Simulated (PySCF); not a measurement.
# TDDFT excited states: C6H16AlNO

Compound: C6H16AlNO.
SMILES: `CO[C@@H]1C[CH2][AlH2-][N+]1(C)C`

Method: TDDFT CAM-B3LYP/def2-SVPD, vertical, gas phase, core orbitals frozen in the response in PySCF 2.14.0, density-fitted response routines. Geometry: PBE0-D3(BJ)/def2-SVP, one conformer, isolated molecule.

Problem. List the vertical singlet excitations with oscillator strengths and describe the spectrum.

Solution. 

| state | λ (nm) | E (eV) | f | \|μ\| (D) | main configurations (H = HOMO, L = LUMO) |
| --- | --- | --- | --- | --- | --- |
| S1 | 189.5 | 6.54 | 0.040 | 1.26 | H→L+1 (48%), H→L+2 (26%), H→L (13%) |
| S2 | 188.1 | 6.59 | 0.0093 | 0.61 | H→L (58%), H→L+4 (14%), H→L+3 (9%) |
| S3 | 185.3 | 6.69 | 0.0015 | 0.25 | H-1→L+1 (46%), H-1→L+2 (23%), H-1→L+4 (17%) |
| S4 | 174.1 | 7.12 | 0.085 | 1.77 | H-1→L (70%), H-1→L+2 (13%) |
| S5 | 170.2 | 7.28 | 0.052 | 1.37 | H→L+1 (26%), H→L+4 (15%), H→L (15%) |
| S6 | 167.3 | 7.41 | 0.017 | 0.78 | H→L+2 (23%), H→L+3 (13%), H-2→L (12%) |
| S7 | 164.8 | 7.52 | 0.0095 | 0.58 | H-1→L+5 (31%), H-1→L+3 (15%), H→L+4 (8%) |
| S8 | 164.2 | 7.55 | 0.029 | 1.00 | H-2→L (46%), H→L+5 (11%) |
| S9 | 163.9 | 7.57 | 0.0083 | 0.54 | H→L+3 (50%), H→L+8 (11%), H→L+4 (11%) |
| S10 | 157.5 | 7.87 | 0.100 | 1.83 | H→L+5 (46%), H→L+4 (21%) |

Triplets, Tamm–Dancoff:

```json
{"state": "T1", "E (eV)": "6.18", "λ (nm)": "200.7", "main configurations (H = HOMO, L = LUMO)": "H→L+1 (42%), H→L+2 (26%), H→L+4 (12%)"}
{"state": "T2", "E (eV)": "6.24", "λ (nm)": "198.6", "main configurations (H = HOMO, L = LUMO)": "H-1→L+1 (36%), H-1→L+2 (22%), H-1→L+4 (20%)"}
{"state": "T3", "E (eV)": "6.43", "λ (nm)": "192.8", "main configurations (H = HOMO, L = LUMO)": "H→L (61%), H→L+4 (11%), H→L+3 (9%)"}
{"state": "T4", "E (eV)": "6.92", "λ (nm)": "179.2", "main configurations (H = HOMO, L = LUMO)": "H-1→L (50%), H-1→L+2 (10%)"}
```

The lowest singlet lies at 6.54 eV (190 nm, vacuum ultraviolet) and is of moderate strength; its leading configuration is HOMO→LUMO+1 (48%). The strongest level in the table is S10 at 7.87 eV (157 nm, f = 0.100). It is the last of those listed, so stronger ones may follow. Löwdin shares by element: HOMO carbon 49% or more, aluminium 21%, hydrogen 8% or more (atoms not listed hold the other 23%); LUMO aluminium 16%, carbon 16% or more, hydrogen 7% or more (atoms not listed hold the other 60%). The listed states span 1.33 eV, and the widest gap between neighbours is 0.43 eV (S3 to S4). Orbital energies (eV): HOMO-3 -9.77, HOMO-2 -9.39, HOMO-1 -8.43, HOMO -8.08, LUMO 0.95, LUMO+1 1.39, LUMO+2 1.54. Of the 10 states listed, 6 reach f = 0.01 and none stays under 0.0005. The vertical ionisation energy (ΔSCF) is 8.74 eV, 0.86 eV above S10. Singlets were solved by full linear response, triplets in the Tamm–Dancoff approximation.

Without π bonds the low states are Rydberg-like; a valence basis with one diffuse set may place them up to an eV too high.
